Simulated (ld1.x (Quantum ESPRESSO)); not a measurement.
titanium (Ti), TM semilocal: configuration errors across variants

```
Element                 : titanium
Generator               : ld1.x (Quantum ESPRESSO) 7.5
Type                    : norm-conserving Troullier–Martins (semilocal form)
Functional              : PBEsol
Relativity              : scalar-relativistic
Frozen core             : [Ne]
Valence charge          : 12
Reference configuration : 3s2 3p6 3d2 4s0 4p0 (charge +2)
Partial waves           : 3s (bound): rc 1.25 bohr; 3p (bound): rc 1.65 bohr; 3d (bound): rc 1.10 bohr
Local potential         : the d channel
Core correction         : none
```

All-electron excitation energies from the reference (eV): (1) 3s2 3p6 3d2 4s2 4p0 -20.830; (2) 3s2 3p6 3d2 4s1 4p0 -13.471; (3) 3s2 3p6 3d1 4s0 4p0 26.896; (4) 3s2 3p5 3d2 4s2 4p0 24.642; (5) 3s2 3p6 3d1 4s2 4p1 -16.133; (6) 3s2 3p6 3d2 4s1.5 4p0 -17.886; (7) 3s2 3p6 3d2 4s1 4p1 -17.737.

A semilocal file is local in each channel, so a ghost entry of none says nothing of the separable form that plane-wave codes build from it.

Errors AE − PS in meV (a dash: test not solved or not reliable):

| change | (1) | (2) | (3) | (4) | (5) | (6) | (7) | bound ghosts |
| --- | --- | --- | --- | --- | --- | --- | --- | --- |
| base | +297 | +200 | +16 | +607 | +504 | +258 | +176 | none |
| wave 3s (bound): rc 1.25 bohr becomes 3s (bound): rc 0.84 bohr | +64 | +43 | +13 | +128 | +140 | +56 | +50 | none |
| wave 3s (bound): rc 1.25 bohr becomes 3s (bound): rc 0.94 bohr | +63 | +42 | +13 | +126 | +138 | +55 | +49 | none |
| wave 3s (bound): rc 1.25 bohr becomes 3s (bound): rc 1.08 bohr | +115 | +78 | +14 | +235 | +221 | +100 | +77 | none |
| wave 3s (bound): rc 1.25 bohr becomes 3s (bound): rc 1.18 bohr | +184 | +124 | +15 | +376 | +328 | +160 | +114 | none |
| wave 3s (bound): rc 1.25 bohr becomes 3s (bound): rc 1.44 bohr | +630 | +423 | +19 | +1267 | +1012 | +547 | +357 | none |
| wave 3s (bound): rc 1.25 bohr becomes 3s (bound): rc 1.62 bohr | +1190 | +797 | +23 | +2326 | +1843 | +1032 | +664 | none |
| wave 3s (bound): rc 1.25 bohr becomes 3s (bound): rc 1.74 bohr | +1630 | +1088 | +25 | +3113 | +2473 | +1411 | +907 | none |
| wave 3s (bound): rc 1.25 bohr becomes 3s (bound): rc 1.90 bohr | +2108 | +1400 | +27 | +3924 | +3137 | +1820 | +1172 | none |

Problem. Give the same row for: wave 3s (bound): rc 1.25 bohr becomes 3s (bound): rc 1.36 bohr.

Solution. +472, +317, +18, +957, +772, +410, +270; bound ghosts: none.
